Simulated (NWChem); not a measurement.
All runs are NWChem calculations. System: CCl, charge 0, spin multiplicity 4, at the geometry of a parent with another charge or spin, in a state set for the comparison that need not be this species' ground state. Its SCF solution wasn't tested for a lower state. Level: UHF/def2-TZVP.

Job file:

```
start mol
memory heap 200 mb stack 900 mb global 1100 mb
geometry units angstroms nocenter noautoz
  C      0.000000     0.000000     1.238670
  Cl     0.000000     0.000000    -0.437178
  symmetry group C2v
end
basis spherical
  * library def2-tzvp
end
scf
  uhf
  nopen 3
  maxiter 100
  thresh 1e-7
  semidirect memsize 60000000 filesize 0
  # guess.movecs holds the orbitals of an unrestricted PBE0 run
  vectors input guess.movecs output mol.movecs
end
task scf energy
```

Output (cleaned and shortened):

```
             Northwest Computational Chemistry Package (NWChem) 7.3.0
             --------------------------------------------------------

                                NWChem Input Module
                                -------------------

 Scaling coordinates for geometry "geometry" by  1.889725989
 (inverse scale =  0.529177249)

 Turning off AUTOSYM since
 SYMMETRY directive was detected!

                             Geometry "geometry" -> ""
                             -------------------------

 Output coordinates in angstroms (scale by  1.889725989 to convert to a.u.)

  No.       Tag          Charge          X              Y              Z
 ---- ---------------- ---------- -------------- -------------- --------------
    1 C                    6.0000     0.00000000     0.00000000     1.23867000
    2 Cl                  17.0000     0.00000000     0.00000000    -0.43717800

 Effective nuclear repulsion energy (a.u.)      32.2082190019

            Nuclear Dipole moment (a.u.)
            ----------------------------
        X                 Y               Z
 ---------------- ---------------- ----------------
     0.0000000000     0.0000000000    -0.0000113384

      Symmetry information
      --------------------

 Group name             C2v
 Group number             16
 Group order               4
 No. of unique centers     2

      Symmetry unique atoms

     1    2


 Summary of "ao basis" -> "" (spherical)
 ------------------------------------------------------------------------------
       Tag                 Description            Shells   Functions and Types
 ---------------- ------------------------------  ------  ---------------------
 *                         def2-tzvp                  on all atoms

 Summary of "ao basis" -> "ao basis" (spherical)
 ------------------------------------------------------------------------------
       Tag                 Description            Shells   Functions and Types
 ---------------- ------------------------------  ------  ---------------------
 C                         def2-tzvp                11       31   5s3p2d1f
[...]
    36     -0.244974  2 Cl s                 48     -0.242888  2 Cl pz
     3      0.214884  1 C  s                 14      0.169506  1 C  pz

 Vector   12  Occ=0.000000D+00  E= 1.404343D-01  Symmetry=b1
              MO Center= -2.3D-15, -2.1D-19,  1.1D+00, r^2= 2.9D+00
   Bfn.  Coefficient  Atom+Function         Bfn.  Coefficient  Atom+Function
  ----- ------------  ---------------      ----- ------------  ---------------
    12      0.883042  1 C  px                49     -0.395791  2 Cl px
     6      0.256894  1 C  px

 Vector   13  Occ=0.000000D+00  E= 1.404343D-01  Symmetry=b2
              MO Center= -1.4D-19, -1.0D-15,  1.1D+00, r^2= 2.9D+00
   Bfn.  Coefficient  Atom+Function         Bfn.  Coefficient  Atom+Function
  ----- ------------  ---------------      ----- ------------  ---------------
    13      0.883042  1 C  py                50     -0.395791  2 Cl py
     7      0.256894  1 C  py

 center of mass
 --------------
 x =   0.00000000 y =   0.00000000 z =  -0.01704182

 moments of inertia (a.u.)
 ------------------
          89.602389536507           0.000000000000           0.000000000000
           0.000000000000          89.602389536507           0.000000000000
           0.000000000000           0.000000000000           0.000000000000

  Mulliken analysis of the total density
  --------------------------------------

    Atom       Charge   Shell Charges
 -----------   ------   -------------------------------------------------------
    1 C    6     5.99   0.85  1.13  0.47  0.69  0.09  1.11  1.28  0.30  0.01  0.05  0.01
    2 Cl  17    17.01   2.01  0.45  1.52  1.10  0.82  4.18  1.69  1.07  2.76  1.32  0.03  0.06  0.01

  Mulliken analysis of the alpha density
  --------------------------------------

    Atom       Charge   Shell Charges
 -----------   ------   -------------------------------------------------------
    1 C    6     4.41   0.43  0.56  0.35  0.49  0.08  1.03  1.17  0.27  0.00  0.02  0.00
    2 Cl  17     8.59   1.01  0.22  0.76  0.55  0.41  2.10  0.84  0.56  1.43  0.65  0.02  0.04  0.01

   Mulliken analysis of the beta density
   -------------------------------------

    Atom       Charge   Shell Charges
 -----------   ------   -------------------------------------------------------
    1 C    6     1.58   0.42  0.57  0.12  0.20  0.01  0.08  0.11  0.03  0.00  0.03  0.00
    2 Cl  17     8.42   1.01  0.22  0.76  0.55  0.42  2.09  0.85  0.50  1.32  0.68  0.01  0.02  0.00

   Mulliken analysis of the spin density
   -------------------------------------

    Atom       Charge   Shell Charges
 -----------   ------   -------------------------------------------------------
    1 C    6     2.83   0.01 -0.01  0.23  0.30  0.06  0.94  1.06  0.25 -0.00 -0.00 -0.00
    2 Cl  17     0.17   0.00  0.00 -0.00  0.01 -0.01  0.01 -0.01  0.06  0.11 -0.03  0.01  0.02  0.00

       Multipole analysis of the density wrt the origin
       ------------------------------------------------

     L   x y z        total         alpha         beta         nuclear
     -   - - -        -----         -----         ----         -------
     0   0 0 0     -0.000000    -13.000000    -10.000000     23.000000

     1   1 0 0      0.000000      0.000000      0.000000      0.000000
     1   0 1 0     -0.000000      0.000000     -0.000000      0.000000
     1   0 0 1      0.190099     -3.386894      3.577004     -0.000011

     2   2 0 0    -13.861947     -8.608819     -5.253128      0.000000
     2   1 1 0      0.000000      0.000000      0.000000      0.000000
     2   1 0 1     -0.000000      0.000000     -0.000000      0.000000
     2   0 2 0    -13.861947     -8.608819     -5.253128      0.000000
     2   0 1 1     -0.000000     -0.000000     -0.000000      0.000000
     2   0 0 2    -11.989419    -39.641843    -16.824962     44.477386

 Task  times  cpu:        1.4s     wall:        1.4s

 Total times  cpu:        1.4s     wall:        1.4s
```
